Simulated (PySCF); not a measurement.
C2H6OZn (SMILES C[CH2][Zn][OH]), singlet, geometry from GFN2-xTB (such geometries of metal compounds can be far from the true shape); B3LYP/STO-3G run with PySCF.

The PySCF input:
```python
from pyscf import gto, scf, dft

mol = gto.Mole()
mol.atom = '''
    Zn    0.513365    0.042684    0.359478
    C    -0.189851   -1.054980   -1.177375
    C    -1.572895   -0.532296   -1.543720
    H    -0.257144   -2.105205   -0.903941
    H     0.466645   -0.988352   -2.041362
    H    -1.532740    0.508640   -1.859118
    H    -2.260930   -0.608068   -0.703731
    H    -1.982572   -1.118577   -2.368595
    O     0.037346    1.342675    1.410848
    H     0.443510    1.813301    2.132200
'''
mol.basis = 'sto-3g'
mol.charge = 0
mol.spin = 0
mol.verbose = 4
mol.build()

mf = dft.RKS(mol)
mf.xc = 'b3lyp'
mf.kernel()
```

Task: Write the output that PySCF gives for this input, abridged.

Result: 
```
PySCF version 2.14.0

[INPUT] verbose = 4
[INPUT] num. atoms = 10
[INPUT] num. electrons = 56
[INPUT] charge = 0
[INPUT] spin (= nelec alpha-beta = 2S) = 0
[INPUT] symmetry False subgroup None
[INPUT] Mole.unit = angstrom
[INPUT] Symbol           X                Y                Z      unit          X                Y                Z       unit  Magmom
[...]
nuclear repulsion = 248.531916000106
number of shells = 23
number of NR pGTOs = 117
number of NR cGTOs = 39
basis = sto-3g
ecp = {}

******** <class 'pyscf.dft.rks.RKS'> ********
method = RKS
initial guess = minao
damping factor = 0
level_shift factor = 0
DIIS = <class 'pyscf.scf.diis.CDIIS'>
diis_start_cycle = 1
diis_space = 8
diis_damp = 0
SCF conv_tol = 1e-09
SCF conv_tol_grad = None
SCF max_cycles = 50
direct_scf = True
direct_scf_tol = 1e-13
XC library pyscf.dft.libxc version 7.1.2
    S. Lehtola, C. Steigemann, M. J. T. Oliveira, and M. A. L. Marques,  SoftwareX 7, 1–5 (2018)
XC functionals = b3lyp
    P. J. Stephens, F. J. Devlin, C. F. Chabalowski, and M. J. Frisch,  J. Phys. Chem. 98, 11623 (1994)
radial grids:
    Treutler-Ahlrichs [JCP 102, 346 (1995); DOI:10.1063/1.469408] (M4) radial grids

becke partition: Becke, JCP 88, 2547 (1988); DOI:10.1063/1.454033
pruning grids: <function nwchem_prune>
grids dens level: 3
symmetrized grids: False
atomic radii adjust function: <function treutler_atomic_radii_adjust>
small_rho_cutoff = 0
Set gradient conv threshold to 3.16228e-05
Initial guess from minao.
tot grids = 121808
init E= -1909.84665510061

WARN: HOMO -0.0368019155463966 == LUMO -0.0363736939324494

cycle= 1 E= -1904.35544057409  delta_E= 5.49  |g|=  3.7  |ddm|= 6.31
[...]
cycle= 2 E= -1902.66133008575  delta_E= 1.69  |g|= 3.24  |ddm|= 6.36
[...]
cycle= 3 E= -1907.64430720618  delta_E= -4.98  |g|= 1.66  |ddm|= 7.83
[...]
cycle= 4 E= -1879.82404758928  delta_E= 27.8  |g|= 7.11  |ddm|= 11.7
[...]
cycle= 5 E= -1880.92649502146  delta_E= -1.1  |g|= 7.66  |ddm|= 0.713
[...]
cycle= 6 E= -1906.68754536143  delta_E= -25.8  |g|= 4.04  |ddm|= 7.77
[...]
cycle= 7 E= -1905.17422374243  delta_E= 1.51  |g|= 4.44  |ddm|= 0.857
[...]
cycle= 8 E= -1904.86678488454  delta_E= 0.307  |g|= 4.63  |ddm|= 0.215
[...]
cycle= 9 E= -1905.53704379423  delta_E= -0.67  |g|=  4.5  |ddm|= 0.634
[...]
cycle= 10 E= -1879.73845423988  delta_E= 25.8  |g|= 6.54  |ddm|= 7.62
[...]
cycle= 11 E= -1898.92699137568  delta_E= -19.2  |g|= 4.39  |ddm|= 9.58
[...]
cycle= 12 E= -1897.74668380762  delta_E= 1.18  |g|= 3.66  |ddm|= 8.92
[...]
[...]
cycle= 21 E= -1907.34090269412  delta_E= -1.18  |g|= 3.17  |ddm|= 1.43
[...]
cycle= 22 E= -1905.12208716574  delta_E= 2.22  |g|= 3.44  |ddm|= 5.42
[...]
cycle= 23 E= -1910.20714977721  delta_E= -5.09  |g|= 1.42  |ddm|= 4.82
[...]
cycle= 24 E= -1900.84744933999  delta_E= 9.36  |g|= 6.29  |ddm|= 6.88
[...]
cycle= 25 E= -1884.62637535251  delta_E= 16.2  |g|= 8.39  |ddm|= 6.41
[...]
cycle= 26 E= -1897.08839162745  delta_E= -12.5  |g|= 8.03  |ddm|= 6.17
[...]
cycle= 27 E= -1886.24972025005  delta_E= 10.8  |g|= 8.63  |ddm|= 5.89
[...]
cycle= 28 E= -1893.66440272275  delta_E= -7.41  |g|= 9.02  |ddm|= 4.78
[...]
cycle= 29 E= -1895.03623214651  delta_E= -1.37  |g|= 8.15  |ddm|= 2.73
[...]
cycle= 30 E= -1881.92625124583  delta_E= 13.1  |g|= 6.67  |ddm|= 6.33
[...]
cycle= 31 E= -1905.63650858331  delta_E= -23.7  |g|= 3.67  |ddm|=  9.7
[...]
cycle= 32 E= -1902.56168181205  delta_E= 3.07  |g|= 3.26  |ddm|= 6.07
[...]
cycle= 33 E= -1910.8990658721  delta_E= -8.34  |g|= 1.18  |ddm|= 5.71
[...]
cycle= 34 E= -1904.73755949076  delta_E= 6.16  |g|=  3.7  |ddm|= 5.69
[...]
cycle= 35 E= -1911.50615124977  delta_E= -6.77  |g|= 0.633  |ddm|= 5.06
[...]
cycle= 36 E= -1911.54899542954  delta_E= -0.0428  |g|= 0.536  |ddm|= 0.497
[...]
cycle= 37 E= -1911.55915194282  delta_E= -0.0102  |g|= 0.498  |ddm|= 0.207
[...]
cycle= 38 E= -1911.63439948223  delta_E= -0.0752  |g|= 0.153  |ddm|= 0.647
[...]
cycle= 39 E= -1911.64293303382  delta_E= -0.00853  |g|= 0.0226  |ddm|= 0.288
[...]
cycle= 40 E= -1911.64333452576  delta_E= -0.000401  |g|= 0.0269  |ddm|= 0.13
[...]
cycle= 41 E= -1911.64353029641  delta_E= -0.000196  |g|= 0.0203  |ddm|= 0.0412
[...]
cycle= 42 E= -1911.64352298214  delta_E= 7.31e-06  |g|= 0.0205  |ddm|= 0.00619
[...]
cycle= 43 E= -1911.64362077703  delta_E= -9.78e-05  |g|= 0.0124  |ddm|= 0.0137
[...]
cycle= 44 E= -1911.6439145481  delta_E= -0.000294  |g|= 0.00301  |ddm|= 0.162
[...]
cycle= 45 E= -1911.64393166416  delta_E= -1.71e-05  |g|= 0.00214  |ddm|= 0.0202
[...]
cycle= 46 E= -1911.64395372005  delta_E= -2.21e-05  |g|= 0.00124  |ddm|= 0.0361
[...]
cycle= 47 E= -1911.64396901768  delta_E= -1.53e-05  |g|= 0.00108  |ddm|= 0.0402
[...]
cycle= 48 E= -1911.64397612534  delta_E= -7.11e-06  |g|= 0.000431  |ddm|= 0.0297
[...]
cycle= 49 E= -1911.64397900219  delta_E= -2.88e-06  |g|= 0.000354  |ddm|= 0.0256
[...]
cycle= 50 E= -1911.64397935064  delta_E= -3.48e-07  |g|= 0.000158  |ddm|= 0.00394
SCF not converged.
SCF energy = -1911.64397935064
```

The run did not converge; its last values are not results.
